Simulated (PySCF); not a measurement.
## Converging ZnN⁺ in the basis (CCSD)

PySCF, ROHF reference; triplet, unpaired electrons π ↑↑; De to Zn⁺ + N without counterpoise correction. Frozen cores follow the default of each basis and core potential.

```json
{"basis": "def2-SVP", "relativity": "no relativity", "functions": "45", "Re (Å)": "2.069", "ωe (cm⁻¹)": "367", "De (eV)": "0.53", "frozen orbitals": "6"}
{"basis": "x2c-SVPall", "relativity": "spin-free X2C", "functions": "50", "Re (Å)": "2.037", "ωe (cm⁻¹)": "396", "De (eV)": "0.66", "frozen orbitals": "6"}
{"basis": "def2-TZVPPD", "relativity": "no relativity", "functions": "104", "Re (Å)": "1.980", "ωe (cm⁻¹)": "446", "De (eV)": "0.66", "frozen orbitals": "6"}
```

(1) How does each smaller set differ from the one with most functions, def2-TZVPPD?

Correlated steps freeze 6 core orbitals. Correlated levels converge slowly with the basis: in double zeta they bind strong bonds too weakly, by up to about 1 eV, and carry superposition errors of some tenths. For an ion De counts to the pair picked by the measured ionisation energies or electron affinities, which need not be the lowest pair at this level. The CCSD T1 diagnostic is raised in ZnN⁺, a sign that a single reference may not be enough there. The state was picked by a PBE0 search and need not be the measured ground state.

Answers

(1) def2-SVP: +8.9 pm, -17.7 % in ωe, -0.13 eV in De; x2c-SVPall: +5.7 pm, -11.2 % in ωe, +0.00 eV in De. All at CCSD; the set with most functions is neither the basis-set limit nor always the best. The rows treat relativity differently, so the differences are not basis effects alone.
